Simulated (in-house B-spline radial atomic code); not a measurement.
Configurations of O, with energies counted from [He] 2s2 2p4. All numbers are computed (scalar-relativistic (X2C) AM05, spin-polarised, spherical fractional occupations; Fermi nucleus of rms radius 2.6991 fm) with an all-electron radial atomic-structure program (B-spline basis), not measured. Shells without spins written out take the highest spin.

Occupations are held fixed; configurations that lie above the ionisation limit could autoionise.

```
                                          configuration  E - E(ref) (eV)  highest orbital  its <r> (bohr)
                              [He] 2s2 2p(2 up, 2 down)           1.5614            2p up           1.265
                                           [He] 2s1 2p5           14.626          2p down           1.338
                                       [He] 2s1 2p4 3s1           23.917            3s up           4.669
                                       [He] 2s1 2p4 3p1           25.484            3p up           6.148
[He] 2s(1 up, 0 down) 2p(1 up, 3 down) 3p(0 up, 1 down)           29.439          3p down           6.202
[He] 2s(1 up, 0 down) 2p(2 up, 2 down) 3d(0 up, 1 down)            30.81          3d down           9.933
```

Task: Order these further configurations by energy, lowest first.
A. [He] 2s2 2p3 3p1
B. [He] 2s2 2p3 3d1
C. [He] 2s1 2p4 3d1
D. [He] 2s2 2p3 3s1
E. [He] 2s2 2p(3 up, 0 down) 3s(0 up, 1 down)

Result: D (8.9733 eV), E (9.1906 eV), A (10.515 eV), B (11.855 eV), C (26.84 eV).

Task: How far above the reference does [He] 2s2 2p(2 up, 1 down) 3p(1 up, 0 down) lie?

Result: 14.461 eV; its least bound orbital is 3p up with <r> = 6.231 bohr.
